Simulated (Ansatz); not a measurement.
Molecule: SiBr2, net charge 0, singlet state. 
Structure (B3LYP-D3(BJ)/def2-TZVP (Ansatz, an electronic-structure program) minimum search):
SMILES: Br[Si]Br
```xyz
3

Si     0.0168     0.0210     1.1850
Br     0.9530    -1.4915    -0.2242
Br    -0.9597     1.4831    -0.2498
```

Computed values are from Ansatz. Valence correlation only, unless marked. Open shells are spin-unrestricted. Spin-orbit coupling is left out. The frozen core is the preceding noble-gas configuration, with the filled d and f shells of earlier blocks. Non-relativistic. CBS marks a two-point X^-3 extrapolation of the correlation energy; Hartree-Fock from the larger set. The bracket is a focal-point correction in the basis named.

The Hartree-Fock reference is unstable (checked in the largest basis), which strains HF and MP2. 

Task: What is the atomisation energy De at CCSD(T)/CBS(def2-TZVPP,def2-QZVPP)?

Result: 179.7 kcal/mol.

Task: What is the total energy at CCSD(T)/CBS(def2-TZVPP,def2-QZVPP)?

Result: -5434.4942 Eh.

Task: What is the vertical triplet-singlet gap at RI-MP2/CBS(def2-TZVPPD,def2-QZVPPD)+[CCSD(T)-MP2]/def2-TZVPPD?

Result: 2.29 eV.

Task: What is the dipole moment at CCSD(T)/def2-SVPD?

Result: 1.00 D.

Task: What is the vertical ionisation energy (to the doublet) at RI-MP2/CBS(def2-TZVPPD,def2-QZVPPD)+[CCSD(T)-MP2]/def2-TZVPPD?

Result: 9.80 eV.
